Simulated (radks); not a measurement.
Trend from Rb+ to Xe+: ionisation energy by Delta-SCF between NIST ground configurations, and size. Method: Dirac Kohn-Sham, PBEsol, spin-unpolarised, spherical densities, finite nucleus; open shells fill j = l - 1/2 first; Fermi nuclear charge, rms radius of each element as measured or else 0.836 A^(1/3) + 0.57 fm; computed with a radial shooting solver on a logarithmic mesh with Libxc functionals.

species	configuration	configuration of the ion	IE (eV)	NIST (eV)	kind	outermost	<r> outermost (bohr)
Rb+	[Kr]	[Ar] 3d10 4s2 4p5	27.281	27.290	exp.	4p3/2	1.73
Sr+	[Kr] 5s1	[Kr]	10.894	11.030	exp.	5s1/2	3.89
Zr+	[Kr] 4d2 5s1	[Kr] 4d2	12.891	13.130	exp.	5s1/2	3.41
Nb+	[Kr] 4d4	[Kr] 4d3	14.068	14.320	semi-emp.	4d3/2	2.05
Mo+	[Kr] 4d5	[Kr] 4d4	15.283	16.2	semi-emp.	4d5/2	1.90
Tc+	[Kr] 4d5 5s1	[Kr] 4d5	14.814	15.260	semi-emp.	5s1/2	3.02
Ru+	[Kr] 4d7	[Kr] 4d6	17.986	16.8	semi-emp.	4d5/2	1.65
Rh+	[Kr] 4d8	[Kr] 4d7	19.296	18.080	semi-emp.	4d5/2	1.55
Pd+	[Kr] 4d9	[Kr] 4d8	20.588	19.4	semi-emp.	4d5/2	1.47
Ag+	[Kr] 4d10	[Kr] 4d9	21.868	21.484	exp.	4d5/2	1.40
Cd+	[Kr] 4d10 5s1	[Kr] 4d10	17.097	16.908	exp.	5s1/2	2.63
In+	[Kr] 4d10 5s2	[Kr] 4d10 5s1	19.278	18.870	exp.	5s1/2	2.47
Sn+	[Kr] 4d10 5s2 5p1	[Kr] 4d10 5s2	14.378	14.633	exp.	5p1/2	2.82
Sb+	[Kr] 4d10 5s2 5p2	[Kr] 4d10 5s2 5p1	16.434	16.63	exp.	5p1/2	2.60
Te+	[Kr] 4d10 5s2 5p3	[Kr] 4d10 5s2 5p2	17.488	18.6	exp.	5p3/2	2.51
I+	[Kr] 4d10 5s2 5p4	[Kr] 4d10 5s2 5p3	19.379	19.131	exp.	5p3/2	2.35
Xe+	[Kr] 4d10 5s2 5p5	[Kr] 4d10 5s2 5p4	21.246	20.975	semi-emp.	5p3/2	2.22

Reference values: NIST Atomic Spectra Database (exp. = measured, semi-emp. = semi-empirical, theory = theoretical value adopted there). Spin polarisation and multiplet splitting are left out, so open shells lie too high by an amount that depends on their filling.

Beside tabulated values, note that spin-unpolarised runs miss the spin-polarisation part of the exchange energy of open shells.
